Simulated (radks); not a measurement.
Values are calculated unless marked as measured or tabulated.
The mean radii <r> (bohr) of the occupied orbitals of an atom or ion are listed with their occupations. Code: a radial shooting solver on a logarithmic mesh with Libxc functionals. Model: scalar-relativistic Kohn-Sham, LDA (Slater exchange, Perdew-Wang correlation), spin-unpolarised, spherical densities, point nucleus.

orbital  occ.      <r>
1s          2  0.04707
2s          2   0.2104
2p          6   0.1839
3s          2   0.6254
3p          6   0.6478
3d         10   0.7371
4s          2    2.106
4p          2    2.879

Name the element and its charge.

Answer. Z = 32, germanium, charge 0: Ge in [Ar] 3d10 4s2 4p2. The 1s radius gives Z: for a bare nucleus <r> = (2 gamma + 1)/(2Z) with gamma = sqrt(1 - (Z/c)^2), 0.04601 bohr for Z = 32, and screening makes it slightly larger (0.04707 here). The occupations add up to 32, and the charge is Z minus that.
